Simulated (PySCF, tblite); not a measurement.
Compound: C₂H₅F₃SSi.
Z-matrix (Å and degrees, GFN2-xTB geometry), rows numbered from 1:
```
F 
C   1  1.3452
F   2  1.3330  1  106.69
F   2  1.3452  1  105.87  3   113.36
C   2  1.5127  1  112.46  3  -125.42
S   5  1.8196  2  112.84  1    70.41
Si  6  2.1646  5  102.55  2   -68.28
H   5  1.0901  2  108.51  1   -52.30
H   5  1.0899  2  108.31  1  -171.75
H   7  1.4540  6  109.27  5    81.26
H   7  1.4581  6  104.83  5   -39.91
H   7  1.4523  6  101.49  5  -158.43
```

The calculation used B3LYP/def2-SVPD in PySCF (dipole) on a GFN2-xTB geometry, gas phase.

Masses are those of the commonest isotopes; rigid-rotor values at the optimised geometry. The values belong to one conformer with, in the numbering `[F:1][C:2]([F:3])([F:4])[CH2:5][S:6][SiH3:7]`, C2–C5–S6–Si7 -68°.

Question: What are A, B and C (GHz)?

Answer: Ia = 163.05, Ib = 445.34, Ic = 506.75 u·Å²; 505379 MHz·u·Å²/I gives 3100, 1135 and 997.3 MHz, that is A = 3.0996, B = 1.1348, C = 0.9973 GHz.

Question: What kind of rotor is it?

Answer: An asymmetric top: κ = (2 × 1135 − 3100 − 997.3)/(3100 − 997.3) = -0.87.

Question: Is it planar, by Δ = Ic − Ia − Ib?

Answer: Not planar: Δ = Ic − Ia − Ib = -101.64 u·Å². For a rigid frame Δ = −2 Σ m c², so Σ m c² = 50.82 u·Å² lies off the ab plane: 7.07 from hydrogen and 43.75 from heavier atoms. The atom farthest from that plane is 1.79 Å away.

Question: List the rotational levels J(Ka,Kc) to J = 5 (MHz).

Answer: Above 0(0,0):
J = 1: 1(0,1) 2132, 1(1,1) 4097, 1(1,0) 4234
J = 2: 2(0,2) 6389, 2(1,2) 8224, 2(1,1) 8636, 2(2,1) 14530, 2(2,0) 14537
J = 3: 3(0,3) 12758, 3(1,3) 14409, 3(1,2) 15234, 3(2,2) 20927, 3(2,1) 20962, 3(3,1) 31099, 3(3,0) 31099
J = 4: 4(0,4) 21218, 4(1,4) 22650, 4(1,3) 24023, 4(2,3) 29450, 4(2,2) 29553, 4(3,2) 39641, 4(3,1) 39642, 4(4,1) 53863, 4(4,0) 53863
J = 5: 5(0,5) 31744, 5(1,5) 32938, 5(1,4) 34995, 5(2,4) 40095, 5(2,3) 40333, 5(3,3) 50323, 5(3,2) 50329, 5(4,2) 64539, 5(4,1) 64539, 5(5,1) 82827, 5(5,0) 82827
Those of J = 1 are B + C, A + C and A + B.

Question: Predict some low-J microwave lines.

Answer: The dipole components are |μa| = 1.15 D, |μb| = 0.11 D, |μc| = 1.43 D. Intensities carry the squares of the components, which stand as 0.65 : 0.01 : 1.00 (a : b : c). Some lines, for components of 0.1 D or more:

```tsv
type	branch	J(Ka,Kc)	MHz	lower level (cm⁻¹)
a	Q	2(1,1) ← 2(1,2)	413	0.274
c	Q	2(1,2) ← 2(0,2)	1834	0.213
c	Q	1(1,1) ← 1(0,1)	1965	0.071
b	Q	1(1,0) ← 1(0,1)	2102	0.071
a	R	1(0,1) ← 0(0,0)	2132	0.000
b	Q	2(1,1) ← 2(0,2)	2247	0.213
b	R	2(0,2) ← 1(1,1)	2292	0.137
b	R	1(1,1) ← 0(0,0)	4097	0.000
a	R	2(1,2) ← 1(1,1)	4127	0.137
c	R	1(1,0) ← 0(0,0)	4234	0.000
a	R	2(0,2) ← 1(0,1)	4257	0.071
a	R	2(1,1) ← 1(1,0)	4402	0.141
c	Q	2(2,1) ← 2(1,1)	5894	0.288
b	Q	2(2,0) ← 2(1,1)	5901	0.288
b	R	2(1,2) ← 1(0,1)	6091	0.071
b	Q	2(2,1) ← 2(1,2)	6307	0.274
c	R	2(1,1) ← 1(0,1)	6504	0.071
b	R	2(2,1) ← 1(1,0)	10296	0.141
c	R	2(2,0) ← 1(1,0)	10303	0.141
c	R	2(2,1) ← 1(1,1)	10434	0.137
b	R	2(2,0) ← 1(1,1)	10441	0.137
```

Question: Estimate the classical rotational partition function at 10 K, 200 K and 298.15 K.

Answer: Point group C1, symmetry number σ = 1; q = (√π/σ)·√((kT/h)³/(ABC)), k/h = 20836.6 MHz/K: 2850 at 10 K, 255000 at 200 K, 463000 at 298.15 K.

Its GFN2-xTB frequencies are all real (lowest 21 cm⁻¹). These are rigid-rotor constants of the computed structure; measured ground-state constants (B0) also hold zero-point vibration. A rigid rotor knows nothing of internal rotation, which can split or shift real lines.

On an Intel Xeon at 2.70 GHz with one thread, shared host, this took 60 s of wall time and 0.75 GiB of memory at its peak. This is the B3LYP/def2-SVPD job that gave the dipole, with the excitations it also computed.
